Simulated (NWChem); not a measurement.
System meant: GaCl2F; SMILES [F][Ga]([Cl])[Cl]

Here is an NWChem input.

```
start job
memory heap 200 mb stack 900 mb global 1100 mb
geometry units angstroms noautoz
  Ga     0.000000     0.000000     0.261702
  F      0.000000     0.000000     1.997480
  Cl    -1.859060     0.000000    -0.744637
  Cl     1.859060     0.000000    -0.744637
end
basis spherical
  Ga library def2-svp
  F library def2-svp
  Cl library def2-svp
end
dft
  odft
  mult 2
  xc b3lyp
  iterations 150
  mulliken
end
task dft energy
```

End of the output:

```
 ==============================================================================
                                 internuclear angles
 ------------------------------------------------------------------------------
        center 1       |       center 2       |       center 3       |  degrees
 ------------------------------------------------------------------------------
    2 F                |   1 Ga               |   3 Cl               |   118.43
    2 F                |   1 Ga               |   4 Cl               |   118.43
    3 Cl               |   1 Ga               |   4 Cl               |   123.15
 ------------------------------------------------------------------------------
                            number of included internuclear angles:          3
 ==============================================================================

 Summary of "ao basis" -> "" (spherical)
 ------------------------------------------------------------------------------
       Tag                 Description            Shells   Functions and Types
 ---------------- ------------------------------  ------  ---------------------
 Ga                         def2-svp                12       32   5s4p3d
 F                          def2-svp                 6       14   3s2p1d
 Cl                         def2-svp                 8       18   4s3p1d

                                 NWChem DFT Module
                                 -----------------

 Summary of "ao basis" -> "ao basis" (spherical)
 ------------------------------------------------------------------------------
       Tag                 Description            Shells   Functions and Types
 ---------------- ------------------------------  ------  ---------------------
 Ga                         def2-svp                12       32   5s4p3d
 F                          def2-svp                 6       14   3s2p1d
 Cl                         def2-svp                 8       18   4s3p1d

      Symmetry analysis of basis
      --------------------------

        a1         35
        a2          9
        b1         23
        b2         15

  number of electrons :                   74
  multiplicity        :                    2
 ------------------------------------------------------------------------
  no. of electrons and multiplicity not compatible                  74
 ------------------------------------------------------------------------
 ------------------------------------------------------------------------
  current input line :
    21: task dft energy
 ------------------------------------------------------------------------
 ------------------------------------------------------------------------
 There is an error in the input file
 ------------------------------------------------------------------------
 For more information see the NWChem manual at https://nwchemgit.github.io

0: no. of electrons and multiplicity not compatible:Received an Error in Communication
```

Task: Find the fault in this run and fix the input.

Result: The input was rejected before any calculation. Cause: the multiplicity doesn't fit the number of electrons (an even count wants an odd multiplicity, and the reverse). This input runs:
```
start job
memory heap 200 mb stack 900 mb global 1100 mb
geometry units angstroms noautoz
  Ga     0.000000     0.000000     0.261702
  F      0.000000     0.000000     1.997480
  Cl    -1.859060     0.000000    -0.744637
  Cl     1.859060     0.000000    -0.744637
end
basis spherical
  Ga library def2-svp
  F library def2-svp
  Cl library def2-svp
end
dft
  xc b3lyp
  iterations 150
  mulliken
end
task dft energy
```
It converges to -2944.70476 Ha (B3LYP/def2-SVP).
